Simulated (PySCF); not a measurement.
Si(Me)2(OH)(SH) (C₂H₈OSSi), SMILES C[Si](C)(O)S. Heavy atoms are numbered as in [CH3:1][Si:2]([CH3:3])([OH:4])[SH:5]. Hydrogens are named by the atom that carries them.

Geometry optimised at B3LYP-D3(BJ)/def2-SVP. The values are those of a single conformer.

Level of theory: PySCF with PBE0/pcSseg-1.

GIAO shieldings, no solvent; atoms alike by connectivity are averaged. δ = σ(ref) − σ: ¹³C against TMS (σ = 186.3 ppm); ²⁹Si against TMS (σ = 352.7 ppm); ¹⁷O against H2O (σ = 334.2 ppm); ³³S against H2S (σ = 716.7 ppm); ¹H against TMS (σ = 31.56 ppm), references at their B3LYP-D3(BJ)/def2-TZVP geometries, non-relativistic.

```
atoms     nucleus  count     δ (ppm)
--------  -------  -----  ----------
C1 (CH3)      ¹³C      2         5.3
Si2          ²⁹Si      1        29.8
O4 (OH)       ¹⁷O      1  (withheld)
S5 (SH)       ³³S      1  (withheld)
H on O4        ¹H      1  (withheld)
H on S5        ¹H      1        0.99
H on C1        ¹H      6        0.61
```

Question: Some entries are withheld; supply them. (Estimate from the structure and the level; the computed values follow.)

Answer: 
- H on O4, δ (ppm): 1.49
- S5 (SH), δ (ppm): 42.2
- O4 (OH), δ (ppm): 73.1
